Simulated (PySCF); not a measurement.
# Computed records: ClGeH3OSi, AlClGeH2O, CH6AlGeN, ClGeHO

All values are calculated (PySCF 2.14.0). Calculation on a computer-drawn molecule: the log of a Hartree-Fock and frozen-core CCSD(T) single point meant for a local Hartree-Fock minimum, with one planted fault or none, to be diagnosed. Offsets are logged minus clean, where the clean run is the same molecule without the fault. The reference is restricted for singlets and unrestricted otherwise, and also for a bond in bohr or an excited solution. Adding or removing an electron swaps singlet and doublet. The excited solution moves the top pair (singlet) or top alpha electron (doublet) to the lowest empty orbital. Highest occupied and lowest empty are orbital energies over both spins, largest force is the largest gradient component, triples share is (T) over the correlation energy, the T1 limit is 0.02 restricted and 0.045 unrestricted, electrons count all cores, a negative frequency is imaginary (commonest isotopes), and the dipole is about the centre of nuclear charge; on germanium a core potential holds 10 electrons, which the energies leave out, and 3d is frozen in MP2 and coupled-cluster steps.

Common to all runs: meant charge 0; meant multiplicity 1; meant basis cc-pV(D+d)Z; meant basis and core potential on germanium cc-pVDZ-PP ECP10MDF; logged SCF converged yes; possible faults no fault, one electron removed, one electron added, multiplicity raised by two, geometry at a saddle point, SCF held on an excited solution, minimal basis STO-3G, one bond length entered in bohr, all coordinates scaled.

(1) ClGeH3OSi

Logged structure:
```xyz
7
ClGeH3OSi
O      1.3722     1.1302    -0.2574
Si     0.3477    -0.1426    -0.4316
Cl     1.0860    -1.8248     0.5906
Ge     0.2031    -0.9454    -2.7547
H      1.4780     1.5281     0.5955
H     -0.9245     0.1578     0.2576
H      1.7587    -0.7376    -2.9259
```

| Property | Result |
| --- | --- |
| logged electrons | 74 |
| logged basis functions | 98 |
| logged spin squared | 0 |
| logged highest occupied | -6.2753 eV |
| logged lowest empty | -2.6615 eV |
| logged largest force | 0.0396 hartree/bohr |
| logged CC converged | no |
| logged dipole magnitude | 1.9847 debye |
| logged SCF stable within its kind | no |
| logged energy HF | -1118.30644 hartree |
| planted fault | SCF held on an excited solution |
| HF energy offset from clean run | 120.1 kcal/mol |

Drawn bonds:
```csv
atom,other atom,order
1,2,1
2,3,1
2,4,1
1,5,1
2,6,1
4,7,1
```

Notes: CCSD not converged.

(2) AlClGeH2O

Logged structure:
```xyz
6
AlClGeH2O
Al    -1.4246     1.7496     0.8536
O     -0.8620     0.1700     0.5647
Ge    -0.0915    -1.3927     0.4763
Cl     1.5180    -1.4252     1.9357
H      0.5506    -1.5838    -0.8873
H     -1.0698    -2.4828     0.8797
```

| Property | Result |
| --- | --- |
| logged electrons | 72 |
| logged basis functions | 93 |
| logged spin squared | 0 |
| logged highest occupied | -4.4825 eV |
| logged lowest empty | -3.4499 eV |
| logged largest force | 0.010977 hartree/bohr |
| logged dipole magnitude | 2.5534 debye |
| logged SCF stable within its kind | no |
| logged energy HF | -1070.59912 hartree |
| planted fault | SCF held on an excited solution |
| HF energy offset from clean run | 220.8 kcal/mol |

Drawn bonds:
```csv
atom,other atom,order
1,2,1
2,3,1
3,4,1
3,5,1
3,6,1
```

Notes: coupled-cluster numbers left out as unreliable.

(3) CH6AlGeN

Logged structure:
```xyz
10
CH6AlGeN
N      0.9482    -0.3342     1.7233
Ge    -0.6246    -0.2692     0.8593
C     -1.0144    -1.0364    -0.6975
Al    -2.7557    -0.9224    -1.4398
H      1.7740    -0.6527     1.2539
H      1.1567     0.3217     2.4510
H     -1.5894     0.5225     1.7260
H     -0.1889    -1.5617    -1.1741
H     -3.8710    -0.1218    -0.6384
H     -3.1280    -1.5921    -2.8277
```

| Item | Value |
| --- | --- |
| logged electrons | 64 |
| logged basis functions | 104 |
| logged spin squared | 0 |
| logged highest occupied | -8.2283 eV |
| logged lowest empty | 1.8247 eV |
| logged largest force | 3.583e-05 hartree/bohr |
| logged lowest frequency | 94.444 cm⁻¹ |
| logged T1 diagnostic | 0.014329 |
| logged D1 diagnostic | 0.045906 |
| logged triples share | 0.031979 |
| logged CC converged | yes |
| logged dipole magnitude | 4.2282 debye |
| logged SCF stable within its kind | yes |
| logged energy HF | -631.06705 hartree |
| logged energy CCSD(T) | -631.59914 hartree |
| planted fault | no fault |
| HF energy offset from clean run | 0 kcal/mol |
| CCSD(T) energy offset from clean run | 0 kcal/mol |

Drawn bonds:
```csv
atom,other atom,order
1,2,1
2,3,2
3,4,1
1,5,1
1,6,1
2,7,1
3,8,1
4,9,1
4,10,1
```

(4) ClGeHO

Logged structure:
```xyz
4
ClGeHO
O      0.4701     1.1763     1.3714
Ge    -1.0029     0.8501     0.4389
Cl    -2.4002     0.9099     2.1433
H      1.2726     1.2096     0.8670
```

| Item | Value |
| --- | --- |
| logged electrons | 59 |
| logged basis functions | 65 |
| logged spin squared | 0.7668 |
| logged highest occupied | -0.42997 eV |
| logged lowest empty | 8.2835 eV |
| logged largest force | 0.060768 hartree/bohr |
| logged T1 diagnostic | 0.014098 |
| logged D1 diagnostic | 0.050477 |
| logged triples share | 0.021713 |
| logged CC converged | yes |
| logged dipole magnitude | 2.1125 debye |
| logged SCF stable within its kind | yes |
| logged energy HF | -828.39289 hartree |
| logged energy CCSD(T) | -828.8263 hartree |
| planted fault | ? |

Drawn bonds:
```csv
atom,other atom,order
1,2,1
2,3,1
1,4,1
```

## Withheld values
1. Which fault was planted in the run of ClGeHO (entry 4)?

Calculated values
1. one electron added

Further results for ClGeHO (entry 4):

| Quantity | Value |
| --- | --- |
| HF energy offset from clean run | 4.106 kcal/mol |
| CCSD(T) energy offset from clean run | 6.959 kcal/mol |
